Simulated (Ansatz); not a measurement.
Born–Oppenheimer molecular dynamics of ClF₂H₂NSi (7 atoms, charge 0, multiplicity 1). It starts from a relaxed structure.

All numbers below come from RKS LDA/6-31G in Ansatz 0.2.0.

```yaml
ensemble: NVT, Langevin thermostat
time_step: 0.5 fs
steps_asked: 100
set_temperature: 1000 K
friction: 0.5 /fs
seed: 897227
```

First frame:

```xyz
7
Properties=species:S:1:pos:R:3
Si 0.002 -0.003 0.078
N 0.025 -0.003 1.783
H -0.821 -0.048 2.350
H 0.903 0.045 2.299
Cl 2.019 0.083 -0.582
F -0.862 1.264 -0.591
F -0.756 -1.337 -0.586
```

Question: What does the run give?

Answer: All steps were run.

```json
{"steps done": "100", "time covered": "50 fs", "mean temperature over the second half": "1083 K", "spread of the potential energy over the second half": "22.6 meV per atom", "mean potential energy of the second half above the start": "66.8 meV per atom"}
```

A run of 0.05 ps of so small a system gives no equilibrium averages. The friction is so strong that the motion is overdamped, so the time scale means little. Limits of this set-up: no polarisation functions.

Question: What happens to the structure?

Answer: The same pairs are bonded in the first frame and the last. Pairs count as bonded within 1.25 times the sum of covalent radii (0.12 Å more for H–H). Another seed would give other details.

Question: How do temperature and energy run in time?

Answer: 
```csv
time (fs),T (K),potential energy less start (eV)
0,857,0.000
1.5,791,0.089
3,912,0.141
4.5,673,0.137
6,1044,0.134
7.5,1018,0.137
9,832,0.307
10.5,446,0.315
12,679,0.360
13.5,550,0.234
15,1052,0.288
16.5,903,0.326
18,1103,0.225
19.5,854,0.172
21,398,0.248
22.5,1112,0.194
24,890,0.222
25.5,828,0.300
27,661,0.406
28.5,1167,0.413
30,1262,0.292
31.5,1006,0.404
33,1254,0.359
34.5,1721,0.268
36,1094,0.804
37.5,1219,0.517
39,1348,0.485
40.5,886,0.509
42,1352,0.347
43.5,918,0.591
45,729,0.869
46.5,1233,0.515
48,998,0.398
49.5,461,0.487
```

Time of the run: 97 s on 1 thread of Intel(R) Xeon(R) 6975P-C (Granite Rapids), with other jobs on the host, peak memory 0.11 GiB.
